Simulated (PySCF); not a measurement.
## Working out the ionisation energy of Br²⁺

Br²⁺ [Ar] 3d10 4s2 4p3 (4S) → Br³⁺ [Ar] 3d10 4s2 4p2 (3P). Computed with PySCF 2.14 in def2-TZVP (6s5p4d1f, 48 functions), with no relativity, point nucleus. Frozen: [Ar] 3d10. Energies in hartree (1 hartree = 27.21139 eV):

```csv
part,Br²⁺ (lower),Br³⁺ (upper)
UHF,-2571.258062,-2569.986827
CCSD correlation,-0.094799,-0.077118
(T),-0.002447,-0.001480
```

Task: What does Hartree-Fock give?

Result: (-2569.986827) − (-2571.258062) = 1.271235 hartree = 34.592 eV.

Task: What do CCSD and CCSD(T) give?

Result: The CCSD correlation energies differ by 0.017681 hartree = 0.481 eV and the triples by 0.000967 hartree = 0.026 eV, so CCSD gives 35.073 eV and CCSD(T) 35.099 eV.

Reference: 34.871 ± 0.019 eV (measured; NIST Atomic Spectra Database, ionization energies), between the lowest levels; spin-orbit coupling is absent from the calculation.

The calculation is non-relativistic.

What remains against the reference includes basis incompleteness, the frozen core and higher excitations.
